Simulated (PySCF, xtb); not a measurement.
Au₂, SMILES [Au][Au], multiplicity 1.

xtb with GFN2-xTB at its own geometry gives an orbital gap of 3.37 eV and a dipole moment of 0.00 D.

Coordinates come from a B3LYP-D3(BJ)/def2-TZVPD optimisation. The multiplicity is an assumed one; other spin states were not compared. The def2 effective core potentials stand for the cores of Au; spin–orbit coupling is left out.

Question: What does PBE/def2-TZVPD (PySCF) give? (An estimate is asked for; the answer gives what the named calculation found.)

Answer: gap 2.04 eV (levels -6.35 and -4.31 eV), dipole 0.00 D.
